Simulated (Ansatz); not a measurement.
Reaction (ligand exchange at a B–C bond): `BCC(F)Cl` + `[CH3][AlH][OH]` → `B[O][AlH][CH3]` + `CC(F)Cl`

Computed with Ansatz on PBE0-D4/def2-TZVP structures; ΔE is electronic, products minus reactants. CCSD(T)/CBS adds triple-zeta CCSD(T) − MP2 to the extrapolated MP2 energy (def2 sets, frozen cores). DFT in def2-TZVPP. B3LYP here is the variant with VWN-RPA as its local correlation; programs differ in this. Each species was taken in one conformer, which may not be the lowest.

| level | ΔE (kJ/mol) |
| --- | --- |
| B3LYP-D4 | -148.4 |
| HF/def2-TZVPP | -155.6 |
| SCS-MP2/def2-TZVPP | -144.7 |
| CCSD/CBS(def2) | -141.9 |

Q: What does CCSD(T)/CBS give? (Best estimate.)

A: The calculation gave: -141.0 kJ/mol. The listed levels differ from it by -7.4, -14.6, -3.7, -0.9 kJ/mol.

Largest T1 diagnostic among the species: 0.013.

In def2-TZVPP, CCSD(T) changes the Hartree–Fock value by +13.2 kJ/mol (the triples alone add +0.9 kJ/mol) and MP2 by +13.8 kJ/mol.
